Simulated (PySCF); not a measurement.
An isoelectronic set: 63 electrons

CCSD(T) in PySCF with def2-SVP on every atom (core potentials on Cd, Te, I, Cs), for the lowest determinant that a PBE0 search found; no spin–orbit coupling. All have 63 electrons, 7 of them in the valence shells, and the same state, a doublet (π ↑). For ions De leads to the atom and ion picked by measured ionisation energies and electron affinities.

```tsv
species	difference of nuclear charges	Re (Å)	ωe (cm⁻¹)	k (mdyn/Å)	De (eV)	dissociates to
NaTe	41	2.851	228	0.596	1.86	Na + Te
CsO	47	2.599	342	0.984	1.98	Cs + O
CdS⁺	32	2.387	318	1.48	1.42	Cd⁺ + S
NaI⁺	42	3.217	124	0.177	0.42	Na⁺ + I
CsF⁺	46	3.277	95.0	0.0883	0.14	Cs⁺ + F
```

(1) Which member of the whole set has the stiffest bond, and how does it compare with the softest?

Correlated steps freeze the inner cores (1 to 5 orbitals); shallow outer-core shells are correlated. UHF and ROHF references stand side by side, which adds small steps between rows. Weak bonds: CsF⁺, NaI⁺. Basis-set superposition, not corrected here, can be much of De in a small basis, most of all at correlated wavefunction levels. These are scalar-relativistic numbers at best; spin–orbit coupling would shift them, the dissociation energy most. For an ion De counts to the pair picked by the measured ionisation energies or electron affinities, which need not be the lowest pair at this level. States were picked by a PBE0 search and need not be the measured ground states.

Results:

(1) CdS⁺ with k = 1.48 mdyn/Å, 17 times that of CsF⁺.
